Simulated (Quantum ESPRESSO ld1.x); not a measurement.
Problem. These are the eigenvalues of the occupied orbitals of an atom or ion with whole-number occupations (eV). All-electron calculation, scalar-relativistic Kohn-Sham, LDA (Slater exchange, Perdew-Zunger correlation), spin-polarised, spherical densities, point nucleus. Program: ld1.x of Quantum ESPRESSO 7.5.

1s up: -33130.8
1s down: -33130.7
2s up: -5274.00
2s down: -5272.83
2p up: -4754.92
2p down: -4753.98
3s up: -1205.42
3s down: -1204.63
3p up: -1037.24
3p down: -1036.39
3d up: -785.210
3d down: -784.098
4s up: -349.578
4s down: -346.176
4p up: -295.080
4p down: -291.701
4d up: -214.175
4d down: -210.909

Which element is it, and in what charge state? The configuration may be excited. Open shells, if any, are filled with parallel spins first.

Solution. Z = 53, iodine, charge +10: I10+ in [Kr] 4d7. The list shows which subshells hold electrons but not how many an open one holds; the 1s level, -1217.5 hartree, gives Z - s = 49.3 by -(Z - s)^2/2, which with screening and relativity narrows Z to a few neighbours, and the depths of the outer levels then fix element, charge and occupations together.
